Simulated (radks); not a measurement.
All-electron atom: Er32+ in [Kr]. Method: scalar-relativistic Kohn-Sham, exchange-only LDA, spin-polarised, spherical densities, point nucleus; computed with a radial shooting solver on a logarithmic mesh with Libxc functionals.

Unscreened Slater integrals over Kohn-Sham orbitals (hartree). They are taken over the spin-up orbitals.

integral     value
F0(4p,4p)   1.8982
F2(4p,4p)  0.99186
F0(4p,4s)   1.9230
G1(4p,4s)   1.3027
F0(4p,3d)   2.4105
F2(4p,3d)  0.68324
G1(4p,3d)  0.22214
G3(4p,3d)  0.22380
F0(4p,3p)   2.3708
F2(4p,3p)  0.73110
G0(4p,3p)  0.19686
G2(4p,3p)  0.23728
F0(4s,4s)   1.9500
F0(4s,3d)   2.4531
G2(4s,3d)  0.22794
F0(4s,3p)   2.4125
G1(4s,3p)  0.23923
F0(3d,3d)   4.5209
F2(3d,3d)   2.3032
F4(3d,3d)   1.4815
F0(3d,3p)   4.2287
F2(3d,3p)   2.0368
G1(3d,3p)   2.2389
G3(3d,3p)   1.4743
F0(3p,3p)   4.0559
F2(3p,3p)   2.0363
